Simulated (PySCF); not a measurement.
C6H10OSi2.
Numbering: `[CH2:1]=[CH:2][C:3]1=[CH:4][SiH2:5][CH:6]=[CH:7][Si@@H:8]1[OH:9]` (hydrogens: H10, H11 on C1; H12 on C2; H13 on C4; H14, H15 on Si5; H16 on C6; H17 on C7; H18 on Si8; H19 on O9)

Method: PBE0-D3(BJ)/def2-SVP geometry optimisation, gas phase (PySCF 2.14.0); density fitting, grid level 1; the optimiser is geomeTRIC in internal coordinates, started from a GFN2-xTB structure with every atom displaced at random (about 0.01 Å).

Step 0: E = -24159.6577 eV
```
atom  x, y, z in Å  |  force x, y, z in eV/Å
C1      2.8028   -0.7557   -0.7084   -1.905   0.819   0.625
C2      2.0628   -0.1182    0.2208    0.547  -0.358  -0.296
C3      0.6141    0.1260    0.1695    1.475  -0.512  -0.529
C4      0.1184    0.9283    1.1070   -3.148   0.352  -0.321
Si5    -1.7284    1.3822    1.2420    0.649  -0.717   0.194
C6     -2.7440    0.1510    0.2723    0.401   0.331   0.286
C7     -2.2133   -0.6523   -0.6566    0.669   0.285  -0.203
Si8    -0.4034   -0.6490   -1.1988   -1.145   0.477   0.861
O9      0.0396   -2.1710   -1.5568    0.524  -1.066  -0.698
H10     2.3327   -1.1217   -1.5994   -0.195  -0.472  -0.683
H11     3.8387   -0.8635   -0.6012    1.801  -0.216   0.177
H12     2.5812    0.2718    1.1100   -0.107   0.003  -0.033
H13     0.7182    1.3659    1.8516    1.389   0.617   1.181
H14    -2.1402    1.3382    2.6771   -0.017   0.074   0.075
H15    -1.9605    2.7377    0.7369   -0.107   0.608  -0.150
H16    -3.8003    0.0922    0.5087   -0.580  -0.107   0.017
H17    -2.8703   -1.3401   -1.1759   -0.344  -0.428  -0.312
H18    -0.2371    0.0202   -2.4764    0.100   0.511  -0.577
H19     0.0371   -2.8862   -0.9290   -0.009  -0.199   0.386
```

Step 1: E = -24159.9394 eV
```
atom  x, y, z in Å  |  force x, y, z in eV/Å
C1      2.7984   -0.8135   -0.7047    0.495   0.128   0.007
C2      2.0931   -0.0772    0.1671   -0.044  -0.005   0.013
C3      0.6433    0.1390    0.1510   -0.135  -0.032   0.055
C4      0.0722    0.9355    1.0901    0.113   0.198   0.377
Si5    -1.7467    1.3362    1.2963    0.054   0.101  -0.134
C6     -2.7677    0.1667    0.2512   -0.084   0.005   0.102
C7     -2.2344   -0.6091   -0.7099   -0.016  -0.172   0.005
Si8    -0.4257   -0.6617   -1.1900    0.112   0.052  -0.095
O9      0.0688   -2.2261   -1.5312   -0.108   0.184  -0.192
H10     2.3419   -1.3242   -1.5550   -0.070  -0.096   0.045
H11     3.8941   -0.8966   -0.6012   -0.366   0.008  -0.032
H12     2.6249    0.4242    0.9877    0.013  -0.019  -0.010
H13     0.7457    1.4036    1.8462   -0.180  -0.171  -0.325
H14    -2.1387    1.2475    2.7377    0.022  -0.045   0.008
H15    -2.0217    2.7547    0.8743    0.037  -0.085   0.046
H16    -3.8519    0.1101    0.4401    0.058   0.017  -0.048
H17    -2.9062   -1.2794   -1.2749    0.074   0.091   0.017
H18    -0.2385    0.0826   -2.4726    0.019  -0.131   0.012
H19     0.0974   -2.8563   -0.8090    0.005  -0.027   0.149
```

Step 2: E = -24159.9571 eV
```
atom  x, y, z in Å  |  force x, y, z in eV/Å
C1      2.8126   -0.8073   -0.6853   -0.034  -0.043  -0.004
C2      2.0875   -0.0610    0.1611    0.080   0.014   0.009
C3      0.6345    0.1378    0.1406    0.024  -0.060   0.054
C4      0.0739    0.9331    1.0863   -0.054   0.057   0.102
Si5    -1.7386    1.3295    1.3000   -0.023   0.025  -0.031
C6     -2.7655    0.1640    0.2560    0.006   0.002   0.024
C7     -2.2345   -0.6078   -0.7110   -0.008  -0.032   0.039
Si8    -0.4314   -0.6561   -1.2068    0.061   0.092  -0.018
O9      0.0470   -2.2200   -1.5546   -0.009  -0.029  -0.055
H10     2.3429   -1.3879   -1.4833    0.018  -0.005  -0.044
H11     3.9007   -0.8715   -0.5865   -0.068  -0.004   0.009
H12     2.6112    0.4684    0.9689    0.007   0.048  -0.021
H13     0.7551    1.3953    1.8236   -0.025  -0.034  -0.087
H14    -2.1167    1.2213    2.7441    0.004  -0.027   0.007
H15    -2.0110    2.7480    0.8967    0.002  -0.002   0.015
H16    -3.8483    0.1106    0.4419    0.002   0.007  -0.018
H17    -2.9067   -1.2679   -1.2812    0.001   0.016  -0.019
H18    -0.2439    0.0682   -2.4963    0.013  -0.036  -0.005
H19     0.0792   -2.8406   -0.8212    0.004   0.011   0.043
```

**Question.** Estimate the geometry and energy of step 3. (The exact step hangs on the optimiser's Hessian estimate; all steps are aligned on step 2, rigid shifts and turns removed.)

**Answer.** E = -24159.9558 eV, largest force 0.188 eV/Å
```
atom  x, y, z in Å  |  force x, y, z in eV/Å
C1      2.7653   -0.8263   -0.6972    0.028  -0.045   0.070
C2      2.0974   -0.0438    0.1637   -0.141  -0.027  -0.117
C3      0.6437    0.1532    0.1582   -0.060   0.009   0.064
C4      0.0657    0.9439    1.0986    0.021  -0.066  -0.084
Si5    -1.7483    1.3249    1.3060   -0.030  -0.039   0.024
C6     -2.7594    0.1596    0.2482    0.051   0.005  -0.017
C7     -2.2107   -0.6041   -0.7158   -0.012   0.034   0.011
Si8    -0.4041   -0.6421   -1.2006   -0.033   0.116   0.043
O9      0.0746   -2.2066   -1.5394   -0.030  -0.186   0.012
H10     2.2524   -1.4242   -1.4566    0.035   0.064   0.006
H11     3.8486   -0.9173   -0.6376    0.161  -0.010   0.001
H12     2.6519    0.5023    0.9394   -0.005   0.015  -0.035
H13     0.7415    1.4094    1.8286    0.081   0.082   0.097
H14    -2.1285    1.1908    2.7480    0.000  -0.009   0.001
H15    -2.0275    2.7443    0.9210   -0.013   0.037   0.002
H16    -3.8437    0.1008    0.4174   -0.025   0.000  -0.003
H17    -2.8726   -1.2595   -1.3008   -0.031  -0.026  -0.031
H18    -0.2031    0.0639   -2.4956    0.002   0.022  -0.019
H19     0.1050   -2.8132   -0.7925    0.002   0.023  -0.023
```

The energy changes by +0.0013 eV. The first-order estimate −F·Δx gives -0.0137 eV and the mean of the old and new forces, exact on a quadratic surface, +0.0020 eV. The step makes an angle of 75° with the force vector and moves no atom by more than 0.101 Å. The energy falls at the start of this step and ends higher, so the step passed the lowest point of its straight line.

The cost below is that of the whole optimisation. Time: 3.2 min; peak memory 0.91 GiB. Hardware: one thread of an Intel Xeon Platinum 8488C (shared host).
